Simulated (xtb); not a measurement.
A run for xtb: GFN-FF on Cl3La (SMILES [Cl][La]([Cl])[Cl]).

```
$ xtb mol.xyz --gfnff --sp --chrg 0 --uhf 0
4

La    -0.00084004    -0.00095434    -0.29775384
Cl     2.58859150    -0.00947723     0.08999680
Cl    -1.28514370     2.24629266     0.09750206
Cl    -1.30250776    -2.23586110     0.11035498
```

### Question
Give the final energy of this run.

### Answer
-0.4773 hartree.
